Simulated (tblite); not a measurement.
Record of a relaxation.

C6H18AlN.
Atom-mapped SMILES: `[CH3:1][CH2:2][CH2:3][AlH2-:4][N+:5]([CH3:6])([CH3:7])[CH3:8]` (hydrogens: H9, H10, H11 on C1; H12, H13 on C2; H14, H15 on C3; H16, H17 on Al4; H18, H19, H20 on C6; H21, H22, H23 on C7; H24, H25, H26 on C8)

Computed with GFN2-xTB (tblite), gas phase: L-BFGS steps from a force-field or distance-geometry start until the largest atomic force falls under 0.01 eV/Å. 7 of its 189 geometries are shown.

Step 0: E = -707.2587 eV, largest atomic force 2.781 eV/Å
```
atom  x, y, z in Å  |  force x, y, z in eV/Å
C1      3.326    0.011    0.424    1.224  -0.974   0.223
C2      2.427   -0.939   -0.372    0.292  -0.790   0.360
C3      1.386   -0.224   -1.169   -1.217   0.809  -0.055
Al4     0.263    0.809    0.114    2.435   1.254   0.479
N5     -1.542    0.184    0.181   -0.642  -0.536   0.392
C6     -1.622   -1.243    0.486   -0.308  -0.729   0.086
C7     -2.189    0.882    1.268    0.023  -0.150   0.837
C8     -2.256    0.499   -1.035   -0.784   0.050  -0.658
H9      3.063    0.053    1.501   -0.060   0.359  -0.921
H10     3.421    0.997   -0.052   -0.343  -0.354   0.413
H11     4.339   -0.462    0.387   -0.435   0.561   0.215
H12     1.888   -1.636    0.320    0.686   0.273  -0.322
H13     3.060   -1.533   -1.069   -0.183   0.012   0.488
H14     1.894    0.502   -1.838   -0.387  -0.580  -0.179
H15     0.790   -0.971   -1.718    0.456   0.015  -0.677
H16     0.832    0.691    1.628   -0.760  -0.233  -0.154
H17     0.300    2.343   -0.280   -0.606  -0.073   0.013
H18    -0.638   -1.742    0.342   -0.633   0.266  -0.126
H19    -1.935   -1.403    1.543    0.364   0.000  -0.728
H20    -2.419   -1.666   -0.153    0.567  -0.352   0.261
H21    -3.278    0.693    1.168    0.374   0.413   0.552
H22    -1.915    1.932    1.192   -0.273   0.179   0.076
H23    -1.773    0.494    2.242   -0.547   0.564  -0.888
H24    -2.391    1.590   -1.133    0.466  -0.367  -0.095
H25    -3.284    0.082   -1.000    0.244   0.059  -0.026
H26    -1.768    0.079   -1.932    0.047   0.325   0.434
```

Step 31: E = -708.2369 eV, largest atomic force 0.406 eV/Å
```
atom  x, y, z in Å  |  force x, y, z in eV/Å
C1      3.421   -0.058    0.328    0.006   0.082   0.065
C2      2.560   -1.011   -0.479    0.004   0.043  -0.009
C3      1.334   -0.278   -1.044   -0.069   0.069  -0.039
Al4     0.340    0.840    0.306   -0.127   0.105  -0.060
N5     -1.629    0.208    0.256    0.386   0.125  -0.017
C6     -1.614   -1.229    0.496   -0.043   0.042   0.005
C7     -2.349    0.928    1.292    0.024  -0.006  -0.049
C8     -2.152    0.533   -1.061   -0.015  -0.040   0.044
H9      2.827    0.283    1.176    0.061   0.167   0.029
H10     3.705    0.805   -0.273   -0.003  -0.010   0.031
H11     4.326   -0.531    0.706   -0.007  -0.059  -0.035
H12     2.225   -1.809    0.189    0.007  -0.090  -0.063
H13     3.152   -1.463   -1.280    0.036  -0.057  -0.056
H14     1.680    0.473   -1.779    0.124  -0.104  -0.040
H15     0.771   -1.008   -1.648   -0.025   0.018  -0.078
H16     0.567    0.560    1.828   -0.059   0.033   0.108
H17    -0.051    2.314   -0.138    0.168  -0.053   0.115
H18    -0.712   -1.656    0.049   -0.119   0.030  -0.054
H19    -1.563   -1.411    1.566   -0.018  -0.040   0.007
H20    -2.497   -1.718    0.079   -0.071  -0.054   0.063
H21    -3.412    0.678    1.309   -0.088  -0.029  -0.009
H22    -2.226    1.997    1.126   -0.017   0.013  -0.074
H23    -1.900    0.699    2.256   -0.012  -0.028   0.018
H24    -1.983    1.588   -1.279   -0.014  -0.001   0.156
H25    -3.221    0.318   -1.111   -0.126  -0.039  -0.129
H26    -1.621   -0.031   -1.826   -0.007  -0.120   0.073
```

Step 63: E = -708.3470 eV, largest atomic force 0.046 eV/Å
```
atom  x, y, z in Å  |  force x, y, z in eV/Å
C1      3.452   -0.017    0.295    0.004   0.002   0.017
C2      2.566   -0.960   -0.503    0.017  -0.001   0.014
C3      1.349   -0.211   -1.070   -0.005  -0.005   0.004
Al4     0.355    0.788    0.379    0.005  -0.009   0.029
N5     -1.619    0.182    0.265    0.013  -0.029   0.000
C6     -1.715   -1.238    0.554   -0.007  -0.045  -0.001
C7     -2.380    0.943    1.240    0.006  -0.008   0.005
C8     -2.087    0.470   -1.078   -0.007  -0.003  -0.010
H9      2.849    0.457    1.073   -0.001   0.032   0.017
H10     3.860    0.767   -0.339   -0.011  -0.014  -0.016
H11     4.276   -0.551    0.765    0.011   0.013  -0.003
H12     2.227   -1.759    0.162   -0.015  -0.011  -0.017
H13     3.153   -1.424   -1.304    0.001  -0.011  -0.006
H14     1.731    0.542   -1.782   -0.001   0.010   0.004
H15     0.791   -0.918   -1.706    0.007  -0.026  -0.010
H16     0.506    0.365    1.891    0.009   0.005  -0.010
H17     0.095    2.314    0.108   -0.003   0.009   0.025
H18    -1.118   -1.792   -0.170   -0.007   0.004   0.027
H19    -1.307   -1.425    1.547    0.010   0.015  -0.030
H20    -2.752   -1.592    0.516    0.016   0.008  -0.003
H21    -3.435    0.652    1.247   -0.026   0.012  -0.012
H22    -2.296    2.003    1.007    0.016   0.010   0.006
H23    -1.952    0.776    2.226    0.016   0.012   0.014
H24    -1.908    1.524   -1.288   -0.011   0.020  -0.017
H25    -3.151    0.245   -1.199   -0.040   0.014   0.000
H26    -1.512   -0.118   -1.791    0.002  -0.005  -0.030
```

Step 94: E = -708.3531 eV, largest atomic force 0.021 eV/Å
```
atom  x, y, z in Å  |  force x, y, z in eV/Å
C1      3.455    0.016    0.292   -0.007   0.004  -0.010
C2      2.571   -0.953   -0.476   -0.013  -0.006  -0.009
C3      1.351   -0.223   -1.061   -0.016   0.000   0.001
Al4     0.358    0.752    0.402    0.001   0.000  -0.011
N5     -1.624    0.173    0.238   -0.014   0.014  -0.007
C6     -1.728   -1.246    0.532   -0.003   0.014   0.001
C7     -2.350    0.951    1.227   -0.002   0.005   0.007
C8     -2.123    0.467   -1.094   -0.005   0.005  -0.012
H9      2.854    0.520    1.054    0.007   0.004  -0.005
H10     3.858    0.776   -0.376    0.001   0.015   0.004
H11     4.285   -0.496    0.776   -0.003   0.002   0.008
H12     2.231   -1.737    0.206    0.005  -0.002   0.017
H13     3.159   -1.437   -1.265    0.013  -0.006  -0.005
H14     1.729    0.533   -1.772    0.000  -0.013   0.000
H15     0.805   -0.941   -1.696    0.014  -0.005  -0.003
H16     0.501    0.275    1.899    0.005   0.002  -0.004
H17     0.131    2.293    0.193   -0.004   0.000   0.007
H18    -1.171   -1.807   -0.217   -0.002  -0.014   0.004
H19    -1.273   -1.431    1.504    0.000  -0.014   0.006
H20    -2.768   -1.586    0.544   -0.009   0.000  -0.004
H21    -3.418    0.712    1.234    0.010  -0.011  -0.005
H22    -2.215    2.010    1.010   -0.001  -0.002  -0.002
H23    -1.925    0.754    2.210    0.002  -0.004   0.007
H24    -1.932    1.517   -1.317    0.014   0.003   0.011
H25    -3.196    0.267   -1.181   -0.003   0.002   0.009
H26    -1.586   -0.138   -1.823    0.009   0.007  -0.005
```

Step 125: E = -708.3691 eV, largest atomic force 0.044 eV/Å
```
atom  x, y, z in Å  |  force x, y, z in eV/Å
C1      3.401    0.245    0.222    0.010  -0.010   0.001
C2      2.626   -0.928   -0.355    0.023   0.015   0.024
C3      1.369   -0.426   -1.089    0.012  -0.021   0.009
Al4     0.384    0.554    0.368    0.023   0.012   0.006
N5     -1.636    0.150    0.226    0.004  -0.004  -0.003
C6     -1.880   -1.270    0.416   -0.004  -0.004   0.003
C7     -2.262    0.914    1.291   -0.001   0.011   0.001
C8     -2.118    0.600   -1.068    0.009  -0.009   0.005
H9      2.727    0.845    0.844    0.010  -0.021   0.006
H10     3.779    0.888   -0.571   -0.012  -0.009   0.000
H11     4.241   -0.090    0.830   -0.033   0.029  -0.006
H12     2.323   -1.586    0.468    0.005   0.018  -0.009
H13     3.281   -1.509   -1.014   -0.021  -0.002  -0.018
H14     1.706    0.239   -1.899   -0.029   0.004  -0.008
H15     0.916   -1.287   -1.604   -0.010  -0.016  -0.022
H16     0.545   -0.040    1.821   -0.015   0.014   0.014
H17     0.259    2.121    0.253    0.004  -0.024   0.014
H18    -1.388   -1.830   -0.377    0.001   0.010   0.003
H19    -1.444   -1.574    1.368   -0.001   0.002  -0.007
H20    -2.951   -1.503    0.415    0.010   0.009   0.001
H21    -3.341    0.734    1.343   -0.015  -0.003  -0.007
H22    -2.079    1.973    1.121    0.008   0.023  -0.009
H23    -1.800    0.643    2.239    0.004  -0.029   0.003
H24    -1.784    1.627   -1.221   -0.012  -0.014  -0.015
H25    -3.212    0.556   -1.135    0.029  -0.007  -0.006
H26    -1.683   -0.021   -1.852    0.000   0.027   0.018
```

Step 157: E = -708.3783 eV, largest atomic force 0.018 eV/Å
```
atom  x, y, z in Å  |  force x, y, z in eV/Å
C1      3.341    0.310    0.175    0.007  -0.009  -0.006
C2      2.638   -0.928   -0.355    0.002   0.003  -0.011
C3      1.324   -0.529   -1.050    0.003  -0.011  -0.013
Al4     0.400    0.489    0.422    0.005   0.001  -0.003
N5     -1.617    0.159    0.236    0.003  -0.004   0.000
C6     -1.895   -1.258    0.393   -0.003   0.005   0.002
C7     -2.256    0.919    1.296   -0.001  -0.002  -0.004
C8     -2.046    0.636   -1.066    0.000   0.003  -0.001
H9      2.642    0.867    0.809    0.005  -0.004   0.005
H10     3.641    0.964   -0.642   -0.004   0.001   0.005
H11     4.221    0.055    0.764    0.010   0.006  -0.006
H12     2.411   -1.589    0.489    0.000   0.003  -0.001
H13     3.306   -1.476   -1.029    0.006   0.004   0.003
H14     1.586    0.104   -1.914   -0.003   0.004   0.017
H15     0.888   -1.438   -1.496    0.006   0.001   0.010
H16     0.534   -0.103    1.878   -0.002  -0.001   0.003
H17     0.334    2.059    0.313    0.000   0.001  -0.004
H18    -1.411   -1.809   -0.410   -0.001  -0.002  -0.002
H19    -1.471   -1.592    1.340   -0.005  -0.011   0.004
H20    -2.970   -1.467    0.380   -0.003   0.004   0.005
H21    -3.345    0.805    1.283   -0.005  -0.004   0.002
H22    -1.998    1.971    1.179    0.000   0.001   0.000
H23    -1.863    0.582    2.254   -0.012   0.001   0.002
H24    -1.764    1.684   -1.161    0.000   0.012  -0.011
H25    -3.127    0.533   -1.204   -0.006   0.007   0.001
H26    -1.526    0.074   -1.841   -0.004  -0.006   0.003
```

Step 188: E = -708.3809 eV, largest atomic force 0.010 eV/Å
```
atom  x, y, z in Å  |  force x, y, z in eV/Å
C1      3.350    0.344    0.150   -0.002  -0.001   0.002
C2      2.683   -0.923   -0.357    0.000  -0.003   0.001
C3      1.329   -0.586   -1.007    0.001   0.001   0.009
Al4     0.399    0.447    0.451   -0.003   0.006   0.004
N5     -1.627    0.159    0.238    0.001  -0.004  -0.003
C6     -1.935   -1.254    0.380   -0.002  -0.006  -0.003
C7     -2.270    0.923    1.293    0.002  -0.003  -0.004
C8     -2.030    0.657   -1.065    0.000  -0.003   0.000
H9      2.669    0.848    0.844    0.000   0.001  -0.002
H10     3.552    1.028   -0.673   -0.004   0.001   0.000
H11     4.284    0.132    0.667    0.005  -0.004   0.006
H12     2.516   -1.594    0.493    0.003   0.005   0.000
H13     3.352   -1.441   -1.055   -0.001   0.005  -0.004
H14     1.537    0.038   -1.891   -0.001   0.000  -0.005
H15     0.912   -1.519   -1.414   -0.005  -0.003  -0.005
H16     0.502   -0.133    1.912    0.006  -0.003   0.003
H17     0.355    2.017    0.324    0.001   0.003  -0.001
H18    -1.467   -1.807   -0.432    0.001   0.002   0.000
H19    -1.514   -1.609    1.320   -0.006   0.000  -0.001
H20    -3.014   -1.440    0.369   -0.003   0.009   0.002
H21    -3.361    0.852    1.241   -0.004  -0.001  -0.001
H22    -1.967    1.965    1.205   -0.002   0.004   0.003
H23    -1.927    0.552    2.257    0.009   0.000  -0.001
H24    -1.717    1.697   -1.152    0.002  -0.006  -0.002
H25    -3.113    0.587   -1.213    0.001   0.000   0.002
H26    -1.520    0.084   -1.839    0.002  -0.001   0.001
```

Question: Summarise the path.

Answer: The energy falls by 1.1222 eV from step 0 to step 188; nine tenths of that is first reached at step 36. It falls at every step. The largest force goes from 2.781 to 0.010 eV/Å. Among the bonds Al4–N5 changes most, from 1.911 to 2.058 Å; the atoms move by 0.579 Å rms after alignment.
